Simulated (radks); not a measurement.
Values are calculated unless marked as measured or tabulated.
The carbon anion C4-, [Ne], held by a Watson sphere: a shell of charge +4 at radius R that stands for the Madelung well of a crystal (potential energy -4/R inside, -4/r outside, in hartree with lengths in bohr). Code: a radial shooting solver on a logarithmic mesh with Libxc functionals. Model: non-relativistic Kohn-Sham, LDA (Slater exchange, VWN5 correlation), spin-unpolarised, spherical densities, point nucleus. Response by self-consistent Sternheimer equations with the Hartree and adiabatic LDA kernel. The sphere does not respond.

R (bohr) = 1.69: e(1s) (eV) -262.14; e(2s) (eV) -17.579; e(2p) (eV) -8.805; <r> 2p (bohr) 1.796; sum of <r^2> (bohr^2) 30.33; X-ray form factor at sin(theta)/lambda = 0.3 1/angstrom 2.790; alpha (bohr^3) 17.06
R (bohr) = 1.74: e(1s) (eV) -262.26; e(2s) (eV) -17.302; e(2p) (eV) -8.619; <r> 2p (bohr) 1.826; sum of <r^2> (bohr^2) 31.27; X-ray form factor at sin(theta)/lambda = 0.3 1/angstrom 2.742; alpha (bohr^3) 18.15
R (bohr) = 2.36: e(1s) (eV) -264.03; e(2s) (eV) -14.323; e(2p) (eV) -6.673; <r> 2p (bohr) 2.184; sum of <r^2> (bohr^2) 43.78; X-ray form factor at sin(theta)/lambda = 0.3 1/angstrom 2.424; alpha (bohr^3) 37.45
R (bohr) = 2.88: e(1s) (eV) -265.10; e(2s) (eV) -12.559; e(2p) (eV) -5.473; <r> 2p (bohr) 2.483; sum of <r^2> (bohr^2) 55.67; X-ray form factor at sin(theta)/lambda = 0.3 1/angstrom 2.393; alpha (bohr^3) 65.54
R (bohr) = 2.92: e(1s) (eV) -265.16; e(2s) (eV) -12.449; e(2p) (eV) -5.394; <r> 2p (bohr) 2.507; sum of <r^2> (bohr^2) 56.65; X-ray form factor at sin(theta)/lambda = 0.3 1/angstrom 2.395; alpha (bohr^3) 68.32
R (bohr) = 3.66: e(1s) (eV) -265.92; e(2s) (eV) -10.943; e(2p) (eV) -4.236; <r> 2p (bohr) 2.945; sum of <r^2> (bohr^2) 76.47; X-ray form factor at sin(theta)/lambda = 0.3 1/angstrom 2.435; alpha (bohr^3) 140.8
R (bohr) = 3.93: e(1s) (eV) -266.07; e(2s) (eV) -10.599; e(2p) (eV) -3.929; <r> 2p (bohr) 3.109; sum of <r^2> (bohr^2) 84.62; X-ray form factor at sin(theta)/lambda = 0.3 1/angstrom 2.445; alpha (bohr^3) 178.8
R (bohr) = 3.94: e(1s) (eV) -266.07; e(2s) (eV) -10.588; e(2p) (eV) -3.919; <r> 2p (bohr) 3.115; sum of <r^2> (bohr^2) 84.93; X-ray form factor at sin(theta)/lambda = 0.3 1/angstrom 2.445; alpha (bohr^3) 180.3
